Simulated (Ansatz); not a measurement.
`O=CB[TeH]` + HCl → `O=CBCl` + H₂Te at 298.15 K and 1 bar (ligand exchange at a B–Te bond).

Calculated with Ansatz (gas phase, PBE0-D4/def2-TZVP geometries, no zero-point term in ΔE). CCSD(T)/CBS is the MP2 limit (def2-TZVPP, def2-QZVPP) plus CCSD(T) − MP2 in def2-TZVPP, frozen cores. This one scheme is used for every species. def2 core potentials past Kr. For Te outer-core shells are correlated without core-valence functions, which leaves a few kJ/mol of doubt a bond. One conformer a species, not always the lowest.

```tsv
species	CCSD(T)/CBS energy (Eh)	H − E (kJ/mol)	S (J/(mol·K))
`O=CB[TeH]`	-407.52349	115.9	332.4
HCl	-460.38127	26.6	186.8
`O=CBCl`	-598.99716	98.4	303.7
H₂Te	-268.91024	41.3	228.4
```

H − E and S are ideal-gas, rigid-rotor, harmonic terms from PBE0-D4/def2-TZVP, for one conformer and one mirror image of each species. 1 Eh = 2625.50 kJ/mol, R = 8.31446 J/(mol·K).

Problem. By hand: ΔE, ΔH, ΔS and ΔG.

Solution. ΔE = (-598.99716) + (-268.91024) − (-407.52349) − (-460.38127) = -0.00264 Eh = -6.9 kJ/mol. Δ(H − E) = 98.4 + 41.3 − 115.9 − 26.6 = -2.8, so ΔH = -9.7 kJ/mol. ΔS = 303.7 + 228.4 − 332.4 − 186.8 = 12.9 J/(mol·K). ΔG = -9.7 − 298.15 × (12.9)/1000 = -13.5 kJ/mol.

Problem. By hand: the equilibrium constant, and the temperature at which ΔG would vanish if ΔH and ΔS stayed fixed.

Solution. log₁₀ K = −ΔG/(RT ln 10) = 2.4. ΔH and −TΔS have one sign here, so there is no such temperature.

TΔS isn't small against ΔH here. A doubt of 5 kJ/mol in ΔE shifts log₁₀ K by 0.9 here. Other conformers and mirror images would add mixing entropy, several J/(mol·K) or more a flexible species. Modes under 60 cm⁻¹, often nearly free rotors, make the harmonic entropy too high. These are equilibria of isolated gas molecules and say nothing of rates. Largest T1 diagnostic: 0.017 (customary marks: 0.02 for closed shells, 0.045 for open ones).

ΔS is within the doubt of such terms, so its sign, and with it that verdict, could turn.
